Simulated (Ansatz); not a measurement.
Geometry optimisation, RHF/def2-SVP (Ansatz 0.2.0).

Input:

```yaml
crystal:
  periodic: [false, false, false]
  atoms:
    - { symbol: Si, position_ang: [-0.7621, -0.0365, -0.3433] }
    - { symbol: Br, position_ang: [0.9317, -2.143, -0.2713] }
    - { symbol: Cl, position_ang: [-0.5653, 0.1098, -2.3148] }
    - { symbol: Cl, position_ang: [-1.6325, 1.7351, 0.2309] }
    - { symbol: H, position_ang: [-1.5656, -0.9546, 0.4262] }
    - { symbol: H, position_ang: [1.6397, -0.4381, 0.4708] }
    - { symbol: O, position_ang: [1.0062, 0.6616, 0.4667] }
    - { symbol: H, position_ang: [0.9479, 1.0659, 1.3347] }
basis:
  gaussian: { orbitals: def2-SVP }
hamiltonian:
  xc: hf
relax:
  f_tol: 0.15
  max_steps: 25
  restrain:
    - { distance: [0, 6], at: 1.77, k: 30.0 }
    - { distance: [5, 1], at: 1.51, k: 30.0 }
    - { distance: [0, 1], at: 3.61, k: 30.0 }
    - { distance: [5, 6], at: 2.27, k: 30.0 }
```

Launched with:

```bash
$ ansatz run input.yaml --threads 2 --pin off --max-ram 3072MiB --backend cpu --events-out ev --progress --plain --runs-dir out
```

Question: Where does it end, and by what steps?

Answer: It converged. The restraints hold the end off the free minimum. After 8 steps the energy has fallen by 2.417 eV (the restraints' own energy left out); H6 moved furthest, 0.87 Å. Parted: Si1–Br2. Joined: Br2–H6.

```tsv
step	energy less start (eV)	largest force component (eV/Å)	accepted
0	0.0000	4.474	yes
1	0.2545	3.654	yes
2	-0.3230	4.479	yes
3	-1.4231	3.428	yes
4	-1.9302	2.617	yes
5	-2.3027	1.839	yes
6	-2.3967	1.619	yes
7	-2.3701	1.827	yes
8	-2.4171	1.699	yes
```

```xyz
8
Properties=species:S:1:pos:R:3
Si -0.793 0.364 -0.173
Br 1.384 -2.527 -0.257
Cl -0.532 0.227 -2.192
Cl -2.029 1.953 0.258
H -1.404 -0.839 0.362
H 1.853 -1.276 0.345
O 0.726 0.686 0.528
H 0.796 1.412 1.129
```

Whether the end is a true minimum wasn't checked by a vibrational analysis.

Time of the run: 12 s on 2 threads of Intel(R) Xeon(R) 6975P-C (Granite Rapids) (shared host), peak memory 0.32 GiB.
